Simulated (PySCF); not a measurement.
## Si: excitation energy

Si [Ne] 3s2 3p2 (3P) → Si [Ne] 3s2 3p1 4s1 (3P), as a difference of total energies. Computed with PySCF 2.14 in dyall-acv3z (19s12p6d4f, 113 functions), with no relativity, point nucleus. Correlated levels: valence and next inner shell: 1s2 frozen; virtual orbitals above 40 to 60 times the deepest correlated orbital energy dropped. The calculations carry no spin-orbit coupling.

| method | excitation energy (eV) |
| --- | --- |
| UHF | 4.727 |
| MP2 (valence and next inner shell) | 4.930 |
| SCS-MP2 (valence and next inner shell) | 4.894 |
| CCSD (valence and next inner shell) | 4.940 |
| CCSD(T) (valence and next inner shell) | 4.950 |

Task: How much does correlation contribute at CCSD(T) (valence and next inner shell)?

Result: 4.950 − (4.727) = 0.223 eV, measured against UHF.

The promoted electron is Rydberg-like, and one or two diffuse shells describe it only roughly, which tends to raise the upper state.
